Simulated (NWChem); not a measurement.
The numbers come from NWChem runs, not from measurements. System: arsine (H₃As), charge 0, spin multiplicity 1, at a geometry optimised with B3LYP/def2-SVP. Level: BP86/def2-TZVP.

Job file:

```
start mol
memory heap 200 mb stack 900 mb global 1100 mb
geometry units angstroms nocenter noautoz
  As     0.001021     0.071038     0.000000
  H     -0.646662    -0.772289     1.100745
  H     -0.646662    -0.772289    -1.100745
  H      1.259642    -0.799689     0.000000
  symmetry group Cs
end
basis spherical
  * library def2-tzvp
end
dft
  xc becke88 perdew86
  semidirect memsize 60000000 filesize 0
  iterations 100
end
task dft energy
```

Part of the output:

```
             Northwest Computational Chemistry Package (NWChem) 7.3.0
             --------------------------------------------------------

                                NWChem Input Module
                                -------------------

 Scaling coordinates for geometry "geometry" by  1.889725989
 (inverse scale =  0.529177249)

 Turning off AUTOSYM since
 SYMMETRY directive was detected!

                             Geometry "geometry" -> ""
                             -------------------------

 Output coordinates in angstroms (scale by  1.889725989 to convert to a.u.)

  No.       Tag          Charge          X              Y              Z
 ---- ---------------- ---------- -------------- -------------- --------------
    1 As                  33.0000     0.00102100     0.07103800     0.00000000
    2 H                    1.0000    -0.64666200    -0.77228900     1.10074500
    3 H                    1.0000    -0.64666200    -0.77228900    -1.10074500
    4 H                    1.0000     1.25964200    -0.79968900     0.00000000

 Effective nuclear repulsion energy (a.u.)      34.9516285710

            Nuclear Dipole moment (a.u.)
            ----------------------------
        X                 Y               Z
 ---------------- ---------------- ----------------
     0.0000207870    -0.0000245664     0.0000000000

      Symmetry information
      --------------------

 Group name             Cs
 Group number              2
 Group order               2
 No. of unique centers     3

      Symmetry unique atoms

     1    2    4


 Summary of "ao basis" -> "" (spherical)
 ------------------------------------------------------------------------------
       Tag                 Description            Shells   Functions and Types
 ---------------- ------------------------------  ------  ---------------------
 *                         def2-tzvp                  on all atoms

  perdew86 is a nonlocal functional; adding perdew81 local functional.

                                 NWChem DFT Module
                                 -----------------

 Summary of "ao basis" -> "ao basis" (spherical)
 ------------------------------------------------------------------------------
       Tag                 Description            Shells   Functions and Types
 ---------------- ------------------------------  ------  ---------------------
 As                        def2-tzvp                16       48   6s5p4d1f
 H                         def2-tzvp                 4        6   3s1p

 Summary of "ao basis" -> "ao basis" (spherical)
 ------------------------------------------------------------------------------
       Tag                 Description            Shells   Functions and Types
 ---------------- ------------------------------  ------  ---------------------
 As                        def2-tzvp                16       48   6s5p4d1f
 H                         def2-tzvp                 4        6   3s1p

      Symmetry analysis of basis
      --------------------------

        a'         43
        a"         23

            General Information
            -------------------
          SCF calculation type: DFT
          Wavefunction type:  closed shell.
          No. of atoms     :     4
          No. of electrons :    36
           Alpha electrons :    18
            Beta electrons :    18
          Charge           :     0
          Spin multiplicity:     1
          Use of symmetry is: on ; symmetry adaption is: on
          Maximum number of iterations: 100
[...]
 d= 0,ls=0.0,diis     1  -2237.9174878037 -2.27D+03  5.47D-03  5.45D-01     1.4
 d= 0,ls=0.0,diis     2  -2237.9345797703 -1.71D-02  2.30D-03  8.73D-02     1.5
 d= 0,ls=0.0,diis     3  -2237.9375782174 -3.00D-03  1.08D-03  2.59D-02     1.6
 d= 0,ls=0.0,diis     4  -2237.9386020979 -1.02D-03  4.72D-04  1.22D-03     1.7
 d= 0,ls=0.0,diis     5  -2237.9387524022 -1.50D-04  2.88D-05  3.82D-06     1.8
 d= 0,ls=0.0,diis     6  -2237.9387531155 -7.13D-07  3.97D-06  7.51D-08     1.9

         Total DFT energy =    -2237.938753115470
      One electron energy =    -3185.539476832469
           Coulomb energy =      997.034469020889
    Exchange-Corr. energy =      -84.385373874892
 Nuclear repulsion energy =       34.951628571002

 Numeric. integr. density =       36.000009558110

     Total iterative time =      1.3s

                  Occupations of the irreducible representations
                  ----------------------------------------------

                     irrep           alpha         beta
                     --------     --------     --------
                     a'               13.0         13.0
                     a"                5.0          5.0

                       DFT Final Molecular Orbital Analysis
                       ------------------------------------

 Vector   16  Occ=2.000000D+00  E=-3.322787D-01  Symmetry=a'
              MO Center=  3.6D-01, -4.4D-01, -3.4D-09, r^2= 2.0D+00
   Bfn.  Coefficient  Atom+Function         Bfn.  Coefficient  Atom+Function
  ----- ------------  ---------------      ----- ------------  ---------------
    16      0.358796  1 As px                62      0.253522  4 H  s
    10     -0.227613  1 As px                19      0.214437  1 As px
    61      0.158856  4 H  s                 63      0.139424  4 H  s
    50     -0.126758  2 H  s                 56     -0.126758  3 H  s
    49     -0.079427  2 H  s                 55     -0.079427  3 H  s

 Vector   17  Occ=2.000000D+00  E=-3.322787D-01  Symmetry=a"
              MO Center= -3.7D-01, -4.3D-01,  3.4D-09, r^2= 2.0D+00
   Bfn.  Coefficient  Atom+Function         Bfn.  Coefficient  Atom+Function
  ----- ------------  ---------------      ----- ------------  ---------------
    18      0.358834  1 As pz                12     -0.227637  1 As pz
    50      0.219553  2 H  s                 56     -0.219553  3 H  s
    21      0.214460  1 As pz                49      0.137572  2 H  s
    55     -0.137572  3 H  s                 51      0.120743  2 H  s
    57     -0.120743  3 H  s                  9      0.071143  1 As pz

 Vector   18  Occ=2.000000D+00  E=-2.511920D-01  Symmetry=a'
              MO Center=  2.8D-03,  1.9D-01,  1.9D-15, r^2= 2.1D+00
   Bfn.  Coefficient  Atom+Function         Bfn.  Coefficient  Atom+Function
  ----- ------------  ---------------      ----- ------------  ---------------
    17      0.392263  1 As py                 6      0.375391  1 As s
    20      0.356531  1 As py                 5      0.298172  1 As s
    11     -0.252745  1 As py                 4     -0.151667  1 As s
    50     -0.122150  2 H  s                 56     -0.122150  3 H  s
    62     -0.122144  4 H  s                  3     -0.118452  1 As s

 Vector   19  Occ=0.000000D+00  E=-1.282989D-02  Symmetry=a'
              MO Center=  9.5D-02, -1.3D-01,  1.3D-14, r^2= 3.5D+00
   Bfn.  Coefficient  Atom+Function         Bfn.  Coefficient  Atom+Function
  ----- ------------  ---------------      ----- ------------  ---------------
    19      1.051331  1 As px                63     -0.935614  4 H  s
    51      0.467913  2 H  s                 57      0.467913  3 H  s
    16      0.310334  1 As px                62     -0.258423  4 H  s
    10     -0.205549  1 As px                50      0.129223  2 H  s
    56      0.129223  3 H  s                 61     -0.114242  4 H  s

 Vector   20  Occ=0.000000D+00  E=-1.282900D-02  Symmetry=a"
              MO Center= -9.9D-02, -1.2D-01, -1.5D-14, r^2= 3.5D+00
   Bfn.  Coefficient  Atom+Function         Bfn.  Coefficient  Atom+Function
  ----- ------------  ---------------      ----- ------------  ---------------
    21      1.051445  1 As pz                51     -0.810330  2 H  s
    57      0.810330  3 H  s                 18      0.310365  1 As pz
    50     -0.223805  2 H  s                 56      0.223805  3 H  s
    12     -0.205571  1 As pz                49     -0.098940  2 H  s
    55      0.098940  3 H  s                 40     -0.076590  1 As d  1

 Vector   21  Occ=0.000000D+00  E= 3.618539D-03  Symmetry=a'
              MO Center= -7.4D-03, -5.2D-01, -3.6D-15, r^2= 5.1D+00
   Bfn.  Coefficient  Atom+Function         Bfn.  Coefficient  Atom+Function
  ----- ------------  ---------------      ----- ------------  ---------------
     6      1.505211  1 As s                 20     -0.940989  1 As py
    51     -0.908209  2 H  s                 57     -0.908209  3 H  s
    63     -0.908364  4 H  s                  5      0.293453  1 As s
    17     -0.199897  1 As py                 4     -0.169446  1 As s
     3     -0.145772  1 As s                 11      0.136273  1 As py

 center of mass
 --------------
 x =   0.00103158 y =   0.07175520 z =   0.00000000

 moments of inertia (a.u.)
 ------------------
          16.264928430855           0.016962856763           0.000000000000
           0.016962856763          17.442141902272           0.000000000000
           0.000000000000           0.000000000000          16.264269058890

     Multipole analysis of the density
     ---------------------------------

     L   x y z        total         alpha         beta         nuclear
     -   - - -        -----         -----         ----         -------
     0   0 0 0     -0.000000    -18.000000    -18.000000     36.000000

     1   1 0 0     -0.001596     -0.000808     -0.000808      0.000021
     1   0 1 0     -0.107531     -0.053753     -0.053753     -0.000025
     1   0 0 1      0.000000      0.000000      0.000000      0.000000

     2   2 0 0    -14.636599    -11.644780    -11.644780      8.652960
     2   1 1 0     -0.019769      0.001022      0.001022     -0.021814
     2   1 0 1      0.000000      0.000000      0.000000      0.000000
     2   0 2 0    -16.012137    -11.575158    -11.575158      7.138180
     2   0 1 1     -0.000000     -0.000000     -0.000000      0.000000
     2   0 0 2    -14.636246    -11.644966    -11.644966      8.653686

 Task  times  cpu:        1.9s     wall:        1.9s

 Total times  cpu:        2.0s     wall:        2.0s
```
